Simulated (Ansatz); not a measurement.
Reaction (ligand exchange at the Si–O bond): `N[SiH](N)O[SiH3]` + `C[NH][AlH][F]` → `C[N]([SiH3])[AlH][F]` + `N[SiH](N)O`

Computed with Ansatz on PBE0-D4/def2-TZVP structures; ΔE is electronic, products minus reactants. CCSD(T)/CBS adds triple-zeta CCSD(T) − MP2 to the extrapolated MP2 energy (def2 sets, frozen cores). Functionals use def2-TZVPP. B3LYP here is the variant with VWN-RPA as its local correlation; programs differ in this. Each species was taken in one conformer, which may not be the lowest.

`N[SiH](N)O[SiH3]`:

```xyz
13

N     0.939   -1.387   -0.680
Si   -0.064   -0.048   -1.030
N    -1.659   -0.639   -1.016
O     0.331    1.095    0.083
Si    0.474    1.256    1.702
H     1.900   -1.249   -0.415
H     0.811   -2.255   -1.173
H     0.104    0.637   -2.334
H    -2.399   -0.147   -1.487
H    -2.003   -1.213   -0.265
H    -0.623    0.543    2.410
H     0.413    2.700    2.037
H     1.775    0.706    2.168
```

`C[NH][AlH][F]`:

Z-matrix (Å, degrees):
```
C
N 1 1.448
H 1 1.096 2 112.3
H 1 1.093 2 110.0 3 119.1
H 1 1.096 2 112.3 3 -121.7
Al 2 1.758 1 127.2 3 -119.0
H 2 1.009 1 112.3 3 61.0
F 6 1.652 2 117.9 1 -180.0
H 6 1.571 2 122.1 1 0.0
```

`C[N]([SiH3])[AlH][F]`:

```xyz
12

C     0.460   -0.312   -1.360
N     0.035    0.124   -0.029
Si   -0.597   -1.117    0.997
Al    0.200    1.835    0.405
F    -0.280    2.340    1.898
H     0.852    0.526   -1.945
H    -0.371   -0.744   -1.928
H     1.253   -1.067   -1.304
H    -0.967   -0.507    2.297
H     0.414   -2.193    1.208
H    -1.793   -1.757    0.377
H     0.795    2.871   -0.614
```

`N[SiH](N)O`:

Z-matrix (Å, degrees):
```
Si
N 1 1.706
O 1 1.648 2 119.3
N 1 1.713 2 104.7 3 119.0
H 1 1.482 2 106.1 3 -114.4
H 2 1.007 1 121.6 3 -73.1
H 2 1.006 1 120.9 3 78.5
H 3 0.959 1 116.3 2 67.1
H 4 1.007 1 119.8 2 -170.5
H 4 1.007 1 119.6 2 45.7
```

```json
{"level": "B3LYP-D4", "ΔE (kJ/mol)": "59.5", "difference from CCSD(T)/CBS": "4.4"}
{"level": "ωB97X-V", "ΔE (kJ/mol)": "56.3", "difference from CCSD(T)/CBS": "1.2"}
{"level": "PBE", "ΔE (kJ/mol)": "50.2", "difference from CCSD(T)/CBS": "-4.9"}
{"level": "PBE0", "ΔE (kJ/mol)": "53.2", "difference from CCSD(T)/CBS": "-1.9"}
{"level": "MP2/def2-TZVPP", "ΔE (kJ/mol)": "52.9", "difference from CCSD(T)/CBS": "-2.2"}
{"level": "SCS-MP2/def2-TZVPP", "ΔE (kJ/mol)": "57.2", "difference from CCSD(T)/CBS": "2.1"}
{"level": "CCSD/def2-TZVPP", "ΔE (kJ/mol)": "57.5", "difference from CCSD(T)/CBS": "2.4"}
{"level": "MP2/def2-QZVPP", "ΔE (kJ/mol)": "53.8", "difference from CCSD(T)/CBS": "-1.3"}
{"level": "SCS-MP2/def2-QZVPP", "ΔE (kJ/mol)": "58.1", "difference from CCSD(T)/CBS": "3.0"}
{"level": "HF/CBS(def2)", "ΔE (kJ/mol)": "75.2", "difference from CCSD(T)/CBS": "20.1"}
{"level": "CCSD(T)/CBS", "ΔE (kJ/mol)": "55.1", "difference from CCSD(T)/CBS": "0"}
```

Largest T1 diagnostic among the species: 0.012.

From PBE to PBE0 (25 % exact exchange), in def2-TZVPP and without D4, ΔE moves by +3.1 kJ/mol. In def2-TZVPP, CCSD(T) changes the Hartree–Fock value by −19.5 kJ/mol (the triples alone add −3.2 kJ/mol) and MP2 by −20.9 kJ/mol.
